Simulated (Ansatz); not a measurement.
Calculated with Ansatz (gas phase, PBE0-D4/def2-TZVP geometries, no zero-point term in ΔE). CCSD(T)/CBS is the MP2 limit (def2-TZVPP, def2-QZVPP) plus CCSD(T) − MP2 in def2-TZVPP, frozen cores. Functionals use def2-TZVPP. For Ga, Ge outer-core shells are correlated without core-valence functions, which leaves a few kJ/mol of doubt a bond. Scalar relativity is left out up to krypton. One conformer a species, not always the lowest.

`[Cl][GaH2]` + `O=C(O)[CH2][GeH3]` → `O=[C](O)[GaH2]` + `Cl[CH2][GeH3]`  (redistribution)

```tsv
level	ΔE (kJ/mol)
PBE-D4	192.5
ωB97M-V	204.9
B2PLYP	203.2
CCSD/def2-TZVPP	208.1
HF/def2-QZVPP	226.7
MP2/def2-QZVPP	208.1
MP2/CBS(def2)	207.6
CCSD/CBS(def2)	206.2
```

(1) What does CCSD(T)/CBS give? (Best estimate.)

Largest T1 diagnostic among the species: 0.017.

Results:

(1) Ansatz gave: +202.7 kJ/mol. The listed levels differ from it by -10.2, 2.2, 0.5, 5.4, 24.0, 5.4, 4.9, 3.5 kJ/mol.

In def2-TZVPP, CCSD(T) changes the Hartree–Fock value by −23.0 kJ/mol (the triples alone add −3.5 kJ/mol) and MP2 by −18.1 kJ/mol. From PBE to PBE0 (25 % exact exchange), in def2-TZVPP and without D4, ΔE moves by +13.8 kJ/mol.
